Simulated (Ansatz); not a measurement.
C$_{3}$H$_{10}$O$_{3}$Si, SMILES `CC[Si](O)(O)OC`, relaxed with RKS PBE-D4/def2-SVP in Ansatz from a rough embedded geometry. The force threshold is 0.03 eV/Å; the program also tests the step.

The species carries charge 0 and has multiplicity 1.

Start:

```xyz
17

C     1.016   -1.920   -0.688
C     0.120   -1.296    0.453
Si    0.237    0.592    0.714
O     1.733    0.952    1.115
O    -0.748    1.073    1.935
O    -0.168    1.394   -0.687
C    -1.526    1.456   -1.086
H     0.835   -2.986   -0.717
H     2.024   -1.656   -0.512
H     0.719   -1.435   -1.654
H    -0.931   -1.547    0.230
H     0.368   -1.800    1.380
H     2.296    1.354    0.394
H    -0.299    1.266    2.746
H    -1.549    2.021   -2.037
H    -2.141    2.047   -0.353
H    -1.984    0.484   -1.231
```

(1) By how much does the energy fall, and how many steps does the optimiser take? (Best estimate.)

(2) Which bonds change most? (Best estimate.)

(3) Give the relaxed structure. (Best estimate.)

## Answers

(1) Computed: 45.27 kJ/mol, in 13 steps, 3 of them rejected.

(2) Ansatz gave: Si3–O4 from 1.591 to 1.675 Å; C1–H9 from 1.056 to 1.109 Å; C1–C2 from 1.580 to 1.536 Å; C2–Si3 from 1.909 to 1.869 Å.

(3) Ansatz gave: 
```xyz
17

C     0.851   -1.849   -0.719
C     0.090   -1.348    0.517
Si    0.299    0.486    0.813
O     1.896    0.914    1.080
O    -0.649    0.860    2.141
O    -0.119    1.399   -0.540
C    -1.412    1.401   -1.111
H     0.721   -2.939   -0.876
H     1.939   -1.652   -0.622
H     0.511   -1.334   -1.641
H    -0.997   -1.564    0.434
H     0.426   -1.880    1.434
H     2.228    1.537    0.409
H    -0.462    1.735    2.526
H    -1.460    2.188   -1.893
H    -2.203    1.617   -0.356
H    -1.661    0.428   -1.596
```
